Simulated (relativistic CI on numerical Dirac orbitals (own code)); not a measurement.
## Line list: Electric-dipole lines, Hg⁴⁺

Computed by Dirac-Coulomb-Breit CI, KLI orbitals optimised for each configuration, a model potential for QED, valence Slater integrals scaled by 0.85, P86 correlation energy added to each configuration (own radial code, finite nucleus).

Configurations in the expansion (outside the closed core [Kr] 4d10 4f14 5s2): 5p6.5d8, 5p6.5d7.6s, 5p6.5d7.5f, 5p6.5d7.6p, 5p6.5d6.6s2, 5p6.5d7.5g, 5p6.5d7.7s, 5p6.5d7.6d, 5p6.5d6.6s.6p, 5p5.5d9, 5p6.5d7.7p, 5p6.5d7.7d, 5p6.5d7.6f, 5p6.5d6.6p2, 5p6.5d7.7f, 5p4.5d10. Levels of other configurations are missing.

| λ vac (nm) | Lower | Upper | A (s⁻¹) | log gf | S velocity/length |
| --- | --- | --- | --- | --- | --- |
| 45.526 | 5p6.5d8 1G_4 [7] | 5p6.5d7.6p 1F°_3 [158] | 1.10e+10 | 0.38 | 0.65 |
| 47.401 | 5p6.5d8 3F_4 [1] | 5p6.5d7.6p 3D°_3 [82] | 5.76e+09 | 0.13 | 0.66 |
| 48.046 | 5p6.5d8 1D_2 [2] | 5p6.5d7.6p 1D°_2 [91] | 6.17e+09 | 0.03 | 0.66 |
| 48.115 | 5p6.5d8 3F_3 [3] | 5p6.5d7.6p 3F°_3 [107] | 5.48e+09 | 0.12 | 0.69 |
| 48.271 | 5p6.5d8 3F_4 [1] | 5p6.5d7.6p 5F°_4 [75] | 1.93e+09 | -0.22 | 0.70 |
| 48.631 | 5p6.5d8 3F_3 [3] | 5p6.5d7.6p 3D°_2 [102] | 4.65e+09 | -0.08 | 0.64 |
| 48.660 | 5p6.5d8 3P_2 [5] | 5p6.5d7.6p 3D°_3 [116] | 4.13e+09 | 0.01 | 0.69 |
| 48.666 | 5p6.5d8 3F_3 [3] | 5p6.5d7.6p 3G°_4 [101] | 5.42e+09 | 0.24 | 0.71 |
| 48.934 | 5p6.5d8 3F_4 [1] | 5p6.5d7.6p 3G°_5 [69] | 4.41e+09 | 0.24 | 0.68 |
| 49.508 | 5p6.5d8 1G_4 [7] | 5p6.5d7.6p 1G°_4 [126] | 8.96e+09 | 0.47 | 0.68 |
| 49.818 | 5p6.5d8 3F_4 [1] | 5p6.5d7.6p 3F°_4 [67] | 5.99e+09 | 0.30 | 0.66 |
| 96.315 | 5p6.5d7.6s 5F_3 [12] | 5p6.5d7.6p 3F°_4 [80] | 1.75e+09 | 0.34 | 0.99 |
| 96.621 | 5p6.5d7.6s 3H_6 [25] | 5p6.5d7.6p 3H°_6 [120] | 2.11e+09 | 0.58 | 0.91 |
| 97.050 | 5p6.5d7.6s 3G_5 [19] | 5p6.5d7.6p 3H°_5 [104] | 1.32e+09 | 0.31 | 0.92 |
| 97.430 | 5p6.5d7.6s 5F_5 [10] | 5p6.5d7.6p 5G°_6 [60] | 3.14e+09 | 0.76 | 1.01 |
| 98.156 | 5p6.5d7.6s 5F_5 [10] | 5p6.5d7.6p 5F°_5 [58] | 1.28e+09 | 0.31 | 0.92 |
| 98.410 | 5p6.5d7.6s 3H_5 [28] | 5p6.5d7.6p 3H°_5 [123] | 1.84e+09 | 0.47 | 0.91 |
| 99.760 | 5p6.5d7.6s 3F_4 [40] | 5p6.5d7.6p 3G°_5 [154] | 2.23e+09 | 0.56 | 1.03 |
| 100.35 | 5p6.5d7.6s 3D_3 [30] | 5p6.5d7.6p 3F°_4 [130] | 2.30e+09 | 0.49 | 1.00 |
| 100.46 | 5p6.5d7.6s 3G_5 [19] | 5p6.5d7.6p 3H°_6 [94] | 2.66e+09 | 0.72 | 1.04 |
| 101.22 | 5p6.5d7.6s 3F_4 [16] | 5p6.5d7.6p 5G°_5 [78] | 2.04e+09 | 0.54 | 1.02 |
| 101.50 | 5p6.5d7.6s 3H_6 [25] | 5p6.5d7.6p 3I°_7 [109] | 2.87e+09 | 0.82 | 1.06 |
| 102.48 | 5p6.5d7.6s 3F_4 [16] | 5p6.5d7.6p 5F°_4 [75] | 1.33e+09 | 0.28 | 0.95 |
| 102.58 | 5p6.5d7.6s 1G_4 [29] | 5p6.5d7.6p 1H°_5 [117] | 1.84e+09 | 0.50 | 1.06 |
| 104.07 | 5p6.5d7.6s 1H_5 [38] | 5p6.5d7.6p 1I°_6 [139] | 2.50e+09 | 0.72 | 1.07 |
| 106.24 | 5p6.5d7.6s 5F_4 [11] | 5p6.5d7.6p 5F°_5 [58] | 9.56e+08 | 0.25 | 0.99 |
| 121.62 | 5p6.5d7.6s 5F_5 [10] | 5p6.5d7.6p 3G°_5 [49] | 8.69e+08 | 0.33 | 0.86 |
| 125.04 | 5p6.5d7.6s 3H_6 [25] | 5p6.5d7.6p 3G°_5 [69] | 1.12e+09 | 0.46 | 0.77 |
| 126.06 | 5p6.5d7.6s 5F_5 [10] | 5p6.5d7.6p 5D°_4 [47] | 1.11e+09 | 0.38 | 0.76 |
| 133.71 | 5p6.5d7.6s 3H_5 [28] | 5p6.5d7.6p 3I°_6 [68] | 7.99e+08 | 0.44 | 1.07 |

Terms are leading LS components. Brackets give the number of a level in order of energy, since labels repeat. The list gives strong lines, with weight on those to low levels, among the lowest 200 of 2342 levels, so that lines to higher ones, which can be the strongest, are missing. Levels whose partners in the same complex of configurations lie outside the list can be far off, and so can their lines. Rates are taken at the computed energies, electric ones in the length gauge. A velocity-to-length ratio far from 1 marks an uncertain rate.

At this charge configurations can still be misplaced by up to about 7 % of their energy. Levels and lines within the n = 5 or 6 shells can be off by up to 10 % or somewhat more, and those that change n by about 2 %, since core polarisation is missing.

LS names give the leading component of a level, which can be under half, so a name can repeat, a term be missing and a line seem to break the LS rules.
